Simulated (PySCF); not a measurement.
# Debugging a PySCF script (HI⁻)

```python
from pyscf import gto, scf

mol = gto.M(
    atom='H 0 0 0; I 0 0 1.73',
    basis='def2-svp',
    ecp={'I': 'def2-svp'},
    charge=-1,
    spin=1,
    verbose=4,
)
mf = scf.ROHF(mol)
mf.max_cycle = 2
mf.kernel()
mf.dip_moment()
print('orbital energies (hartree):', mf.mo_energy[..., max(0, mol.nelec[1]-3):mol.nelec[0]+3].round(4))
```

```bash
$ OMP_NUM_THREADS=1 python input.py
```

The log, shortened:

```
PySCF version 2.14.0

[INPUT] Symbol           X                Y                Z      unit          X                Y                Z       unit  Magmom
[INPUT]  1 H      0.000000000000   0.000000000000   0.000000000000 AA    0.000000000000   0.000000000000   0.000000000000 Bohr   0.0
[INPUT]  2 I      0.000000000000   0.000000000000   1.730000000000 AA    0.000000000000   0.000000000000   3.269226195498 Bohr   0.0

nuclear repulsion = 7.64706952196532
number of shells = 13
number of NR pGTOs = 68
number of NR cGTOs = 31
basis = def2-svp
ecp = {'I': 'def2-svp'}

******** <class 'pyscf.scf.rohf.ROHF'> ********
method = ROHF
initial guess = minao
damping factor = 0
level_shift factor = 0
DIIS = <class 'pyscf.scf.diis.CDIIS'>
SCF conv_tol = 1e-09
SCF max_cycles = 2
num. doubly occ = 13  num. singly occ = 1
init E= -265.110076443556
cycle= 1 E= -296.152361850109  delta_E=  -31  |g|= 2.14  |ddm|= 5.29
cycle= 2 E= -297.024920499119  delta_E= -0.873  |g|= 0.908  |ddm|= 4.76
SCF not converged.
SCF energy = -297.024920499119

WARN: System has nonzero charge -1; the dipole moment is origin-dependent.
Location of origin: [0. 0. 0.]

Dipole moment(X, Y, Z, Debye):  0.00000,  0.00000, -3.70657
orbital energies (hartree): [-0.006   0.1498  0.1498  0.3342  0.7918  0.9037  0.993 ]
```

Question: Which setting is at fault, why, and what does a mended input give?

Answer: The cycle limit (2): the limit is below the number of cycles that the SCF needs. With this edit
```diff
- mf.max_cycle = 2
```
the run finishes: E(SCF) = -297.171008 Eh, 10 cycles.

The basis has no diffuse functions, which an anion needs. The bond length is a typed value, not an optimised one. The dipole of an ion depends on the origin. No search for the lowest solution was made.
